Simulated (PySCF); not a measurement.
Relaxation of octet EuH₂

Computed with UBP86/[Eu def2-TZVP with ECP28, H def2-TZVP], scalar-relativistic core potentials, density fitting, no spin–orbit coupling, PySCF. A (50,194) grid was used.

A hand-made bent start, of C2v symmetry, held to at least that symmetry:

Coordinates in bohr (charge 0 multiplicity 8):
```
Eu    0.0000    0.0000   -0.0282
H     3.0959    0.0000    2.1397
H    -3.0959    0.0000    2.1397
```

Task: What does it relax to?

Result: It ends at C2v with Eu–H 2.111 Å (×2); H–Eu–H 110.7° (after a last refinement on a finer grid). A frequency run shows a minimum.

Task: How much energy is released, and in how many steps?

Result: 7.2 kJ/mol in 6 steps.

Open d and f shells are described by one determinant, and the ground state may have another occupation or spin. The pruned grid is coarse for the open f shell: energies are uncertain by about 2 kJ/mol and soft modes are noisy. Spin–orbit coupling, left out here, can matter for elements this heavy.

The relaxation took of the order of 60 core-seconds on a shared host.
